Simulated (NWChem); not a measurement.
System: C$_{2}$H$_{2}$F$_{2}$O$_{2}$; SMILES C(O)(C(F)F)=O

```xyz
8

O      1.1951    -1.2364     0.2833
C      0.1376    -0.7686    -0.0189
O     -0.9977    -1.4511    -0.1457
C     -0.0872     0.7071    -0.3609
F      1.0101     1.4027    -0.0555
F     -1.1274     1.1826     0.3486
H     -0.8020    -2.3774     0.0671
H     -0.3103     0.8258    -1.4376
```
Atoms are numbered in this order, from 1.

Geometry: optimised at PBE0/def2-SVP.

Task: Give the principal values of the shielding tensors (ppm) of O1, C2, O3, C4, F5 from PBE0/pcSseg-1, GIAO (NWChem), with their diamagnetic and paramagnetic parts as GIAO splits them.

Result: 
```tsv
atom	σ11	σ22	σ33	isotropic	diamagnetic	paramagnetic
O1	-351.4	-261.7	290.6	-107.5	402.3	-509.8
C2	-85.7	62.1	75.3	17.2	253.2	-236.0
O3	-29.2	173.2	247.8	130.6	392.4	-261.8
C4	53.6	74.3	96.2	74.7	240.0	-165.3
F5	224.3	343.2	407.5	325.0	474.6	-149.6
```
